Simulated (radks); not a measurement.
The gallium ion Ga4+, 27 electrons, occupied as [Ar] 3d9.

Method: Dirac Kohn-Sham, PBE, spin-unpolarised, spherical densities, point nucleus; open shells are shared between the two j in proportion to 2j + 1; computed with a radial shooting solver on a logarithmic mesh with Libxc functionals.

Energy parts (hartree):
| part | energy |
|---|---|
| total | -1939.53655 |
| kinetic | 1978.21721 |
| electron-nucleus | -4622.28437 |
| Hartree | 778.46701 |
| exchange-correlation | -73.93640 |

Orbitals (lengths in bohr, moments of r in powers of bohr):
| orbital | occ. | eigenvalue (hartree) | <r^2> | <r^4> | small-component weight |
|---|---|---|---|---|---|
| 1s1/2 | 2 | -378.0301 | 0.003178 | 0.00002599 | 1.25e-02 |
| 2s1/2 | 2 | -48.56227 | 0.05590 | 0.005429 | 2.41e-03 |
| 2p1/2 | 2 | -43.23931 | 0.04355 | 0.003842 | 2.40e-03 |
| 2p3/2 | 4 | -42.22296 | 0.04506 | 0.004085 | 2.36e-03 |
| 3s1/2 | 2 | -7.57082 | 0.4824 | 0.3736 | 5.52e-04 |
| 3p1/2 | 2 | -5.84314 | 0.5173 | 0.4604 | 5.05e-04 |
| 3p3/2 | 4 | -5.70696 | 0.5330 | 0.4885 | 4.93e-04 |
| 3d3/2 | 3.6 | -2.79329 | 0.6904 | 1.067 | 3.77e-04 |
| 3d5/2 | 5.4 | -2.77460 | 0.6982 | 1.091 | 3.73e-04 |

The highest occupied level is 3d5/2 at -75.501 eV. The density falls to 0.001 e/bohr^3 at r = 2.38 bohr. Summed over all electrons, <r^2> = 10.77 bohr^2, which gives a Langevin (diamagnetic) susceptibility term of -8.53 x 10^-6 cm^3/mol.
